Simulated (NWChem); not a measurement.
Species: CH3F2OSb; SMILES C[O][Sb]([F])[F]

```xyz
8

Sb     0.3258     0.4971     0.0000
F     -1.0075     0.4599    -1.3970
F     -1.0075     0.4599     1.3970
O      0.6843    -1.4200     0.0000
C     -0.3490    -2.3831     0.0000
H      0.1192    -3.3792     0.0000
H     -0.9887    -2.2947    -0.8942
H     -0.9887    -2.2947     0.8942
```
Atoms are numbered in this order, from 1.

Geometry: optimised at PBE0/def2-SVP. No frequency run checked for a minimum. def2 effective core potentials on Sb; no spin-orbit coupling.

Symmetry labels are those of Cs in the frame above (b1 and b2, or b-type labels, depend on it).

Task: List the 4 lowest vertical singlet excitations from B3LYP/def2-SVPD with def2 effective core potentials on Sb, TDA (NWChem).

Result: 
```json
[
 {"state": "S1", "energy (eV)": "5.62", "oscillator strength": "0.000", "symmetry": "a\"", "leading excitation (squared amplitude)": "HOMO → LUMO+1 (0.98)"},
 {"state": "S2", "energy (eV)": "5.74", "oscillator strength": "0.018", "symmetry": "a'", "leading excitation (squared amplitude)": "HOMO → LUMO (0.90)"},
 {"state": "S3", "energy (eV)": "5.86", "oscillator strength": "0.018", "symmetry": "a\"", "leading excitation (squared amplitude)": "HOMO−1 → LUMO (0.95)"},
 {"state": "S4", "energy (eV)": "6.17", "oscillator strength": "0.054", "symmetry": "a'", "leading excitation (squared amplitude)": "HOMO−1 → LUMO+1 (0.88)"}
]
```
